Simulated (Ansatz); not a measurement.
Ansatz (a first-principles code) input:

Ansatz 0.2 input:
```yaml
crystal:
  periodic: [false, false, false]
  atoms:
    - {symbol: C, position_ang: [-0.90460423, -0.84732698, 0.11065920]}
    - {symbol: C, position_ang: [-1.06018108, 0.61470875, -0.21602431]}
    - {symbol: C, position_ang: [0.15747036, 0.12761119, 0.49611742]}
    - {symbol: N, position_ang: [1.44757121, 0.09578820, -0.26068901]}
    - {symbol: H, position_ang: [-0.71084687, -1.52651156, -0.71038905]}
    - {symbol: H, position_ang: [-1.48809910, -1.27667292, 0.91219987]}
    - {symbol: H, position_ang: [-1.75324154, 1.21500696, 0.35544829]}
    - {symbol: H, position_ang: [-0.96997087, 0.90861000, -1.25450300]}
    - {symbol: H, position_ang: [0.33551045, 0.37797384, 1.53179942]}
    - {symbol: H, position_ang: [1.91776843, 1.00575094, -0.23487798]}
    - {symbol: H, position_ang: [2.08906113, -0.60397470, 0.12480599]}
    - {symbol: H, position_ang: [1.29070966, -0.14065778, -1.24417437]}
basis:
  gaussian:
    orbitals: def2-TZVPD
hamiltonian:
  xc: {name: B3LYP}
total_charge: 1
output: {forces: true}
```

**Question.** Predict the final energy.

**Answer.** -173.67296 Eh (B3LYP/def2-TZVPD). The basis has 220 functions.

It need not be the lowest isomer of its formula.
